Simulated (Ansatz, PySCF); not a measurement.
Ansatz (a program for electronic structure) was given this input:
Ansatz 0.2 input:
```yaml
crystal:
  periodic: [false, false, false]
  atoms:
    - {symbol: W, position_ang: [0.28656828, -0.07038010, -0.03063510]}
    - {symbol: O, position_ang: [1.50254517, -0.78817977, -0.92455592]}
    - {symbol: Cl, position_ang: [0.34907231, 0.95494835, 1.85934368]}
    - {symbol: Cl, position_ang: [-0.89030423, 1.25989863, -1.41292706]}
    - {symbol: Cl, position_ang: [-1.41326304, -1.53757844, 0.12202132]}
basis:
  gaussian:
    orbitals: def2-SVP
hamiltonian:
  xc: pbe0
magnetization: {spin_polarized: true, initial_magnetization: 1}
accuracy: high
```

Problem. Convert this to an input for PySCF.

Solution. Several could match; the one computed here: 
```python
from pyscf import gto, scf, dft

mol = gto.Mole()
mol.atom = '''
    W     0.28656828   -0.07038010   -0.03063510
    O     1.50254517   -0.78817977   -0.92455592
    Cl    0.34907231    0.95494835    1.85934368
    Cl   -0.89030423    1.25989863   -1.41292706
    Cl   -1.41326304   -1.53757844    0.12202132
'''
mol.basis = 'def2-svp'
mol.ecp = {'W': 'def2-svp'}
mol.spin = 1
mol.verbose = 4
mol.build()

mf = dft.UKS(mol)
mf.xc = 'pbe0'
mf.grids.atom_grid = (99, 590)
mf.grids.prune = None
mf.kernel()
```

Both were run: Ansatz gave -1522.059714 Eh and PySCF -1522.059716 Eh, 0.002 mEh apart.
